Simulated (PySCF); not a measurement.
Input file for PySCF: R-M06-2X/def2-TZVPP on F2GaH2N (SMILES [NH2][Ga]([F])[F]), a point of a torsion scan.

```python
from pyscf import gto, dft

mol = gto.M(
    atom='''
    N    -1.12834434   -0.11814567   -0.27497141
    Ga    0.66041809   -0.12503343   -0.70077023
    F     1.45521424    1.24268239   -1.42196837
    F     1.65763189   -1.53686343   -0.51165758
    H    -1.48609183    0.80168134   -0.03498308
    H    -1.37277481   -0.78100106    0.45487915
    ''',
    basis='def2-tzvpp',
    charge=0, spin=0, verbose=4, max_memory=1800)
mf = dft.RKS(mol, xc='m062x').density_fit(auxbasis='def2-universal-jkfit')
mf.grids.level = 4
mf.conv_tol = 1e-9
mf.max_cycle = 150
mf.kernel()
mf.dip_moment()
```

Program output:

```
PySCF version 2.14.0

[INPUT] verbose = 4
[INPUT] num. atoms = 6
[INPUT] num. electrons = 58
[INPUT] charge = 0
[INPUT] spin (= nelec alpha-beta = 2S) = 0
[INPUT] symmetry False subgroup None
[INPUT] Mole.unit = angstrom
[INPUT] Symbol           X                Y                Z      unit          X                Y                Z       unit  Magmom
[INPUT]  1 N     -1.128344340000  -0.118145670000  -0.274971410000 AA   -2.132261776803  -0.223262959103  -0.519620656985 Bohr   0.0
[INPUT]  2 Ga     0.660418090000  -0.125033430000  -0.700770230000 AA    1.248009317808  -0.236278939115  -1.324263810948 Bohr   0.0
[INPUT]  3 F      1.455214240000   1.242682390000  -1.421968370000 AA    2.749956366167   2.348329376920  -2.687130777094 Bohr   0.0
[INPUT]  4 F      1.657631890000  -1.536863430000  -0.511657580000 AA    3.132470287445  -2.904250973560  -0.966892695758 Bohr   0.0
[INPUT]  5 H     -1.486091830000   0.801681340000  -0.034983080000 AA   -2.808306554654   1.514958171774  -0.066108440194 Bohr   0.0
[INPUT]  6 H     -1.372774810000  -0.781001060000   0.454879150000 AA   -2.594168421602  -1.475878106395   0.859597013275 Bohr   0.0

nuclear repulsion = 294.596036755168
number of shells = 61
number of NR pGTOs = 270
number of NR cGTOs = 169
basis = def2-tzvpp
ecp = {}


******** <class 'pyscf.df.df_jk.DFRKS'> ********
method = DFRKS
initial guess = minao
damping factor = 0
level_shift factor = 0
DIIS = <class 'pyscf.scf.diis.CDIIS'>
diis_start_cycle = 1
diis_space = 8
diis_damp = 0
SCF conv_tol = 1e-09
SCF conv_tol_grad = None
SCF max_cycles = 150
direct_scf = False
XC library pyscf.dft.libxc version 7.1.2
    S. Lehtola, C. Steigemann, M. J. T. Oliveira, and M. A. L. Marques,  SoftwareX 7, 1–5 (2018)
XC functionals = m062x
    Y. Zhao and D. G. Truhlar,  Theor. Chem. Acc. 120, 215 (2008)
    Y. Zhao and D. G. Truhlar,  Theor. Chem. Acc. 120, 215 (2008)
radial grids:
    Treutler-Ahlrichs [JCP 102, 346 (1995); DOI:10.1063/1.469408] (M4) radial grids

becke partition: Becke, JCP 88, 2547 (1988); DOI:10.1063/1.454033
pruning grids: <function nwchem_prune>
grids dens level: 4
symmetrized grids: False
atomic radii adjust function: <function treutler_atomic_radii_adjust>
small_rho_cutoff = 0
Set gradient conv threshold to 3.16228e-05
Initial guess from minao.
tot grids = 147344
******** <class 'pyscf.df.df.DF'> ********
auxbasis = def2-universal-jkfit
init E= -2180.06115951069
  HOMO = -0.329225277616835  LUMO = -0.0831369256368077  gap/eV = 6.69641
cycle= 1 E= -2180.48978240262  delta_E= -0.429  |g|= 0.93  |ddm|= 2.02
  HOMO = -0.327817041646406  LUMO = -0.02272135120806  gap/eV = 8.30208
cycle= 2 E= -2180.39722557573  delta_E= 0.0926  |g|= 1.32  |ddm|= 1.05
  HOMO = -0.365270519485485  LUMO = -0.0238650665207608  gap/eV = 9.29012
cycle= 3 E= -2180.63154353886  delta_E= -0.234  |g|= 0.0481  |ddm|= 0.553
  HOMO = -0.37173249265313  LUMO = -0.0209225729344095  gap/eV = 9.54602
cycle= 4 E= -2180.63178099931  delta_E= -0.000237  |g|= 0.037  |ddm|= 0.0479
  HOMO = -0.36592958428065  LUMO = -0.0205019082913295  gap/eV = 9.39957
cycle= 5 E= -2180.63200518177  delta_E= -0.000224  |g|= 0.00676  |ddm|= 0.0205
  HOMO = -0.367041135408854  LUMO = -0.0209133413195704  gap/eV = 9.41862
cycle= 6 E= -2180.63201653023  delta_E= -1.13e-05  |g|= 0.00201  |ddm|= 0.00621
  HOMO = -0.366639089989917  LUMO = -0.0207861833986864  gap/eV = 9.41114
cycle= 7 E= -2180.63201747843  delta_E= -9.48e-07  |g|= 0.000924  |ddm|= 0.00171
  HOMO = -0.366701657865953  LUMO = -0.0207844699508137  gap/eV = 9.41289
cycle= 8 E= -2180.63201767449  delta_E= -1.96e-07  |g|= 0.000134  |ddm|= 0.000827
  HOMO = -0.366688874075606  LUMO = -0.0207954544496132  gap/eV = 9.41224
cycle= 9 E= -2180.63201768802  delta_E= -1.35e-08  |g|= 3.33e-05  |ddm|= 0.000294
  HOMO = -0.36668822374989  LUMO = -0.0207927540204007  gap/eV = 9.41230
cycle= 10 E= -2180.63201768857  delta_E= -5.54e-10  |g|= 6.72e-06  |ddm|= 5.54e-05
  HOMO = -0.366687888276338  LUMO = -0.020793452480668  gap/eV = 9.41227
Extra cycle  E= -2180.63201768859  delta_E= -1.64e-11  |g|= 3.84e-06  |ddm|= 8.52e-06
converged SCF energy = -2180.63201768859
Dipole moment(X, Y, Z, Debye): -2.45327,  0.39479,  1.79741
```

The run converged.

Cost: around 30 core-seconds (rough).
